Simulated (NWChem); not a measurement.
System: CBrClF$_{2}$; SMILES FC(F)(Cl)Br

Computed with NWChem. Geometry: optimised at B3LYP/6-31G* (spherical d). Level: M06-2X/def2-SVP with SMD (1 M gas to 1 M solution), gas-phase geometry.

```
solvent     dielectric constant  solvation free energy (kcal/mol)  cavity-dispersion-structure term (kcal/mol)  dipole in solution (D)
----------  -------------------  --------------------------------  -------------------------------------------  ----------------------
water                      78.4                               1.6                                          1.9                    0.47
1-octanol                  9.86                              -1.9                                         -1.7                    0.47
ethanol                    24.9                              -2.1                                         -1.8                    0.47
benzene                    2.27                              -2.5                                            ?                    0.45
2-propanol                 19.3                              -2.2                                         -2.0                    0.47
```

Q: What belongs in the gaps?

A: 
- benzene, cavity-dispersion-structure term (kcal/mol): -2.4
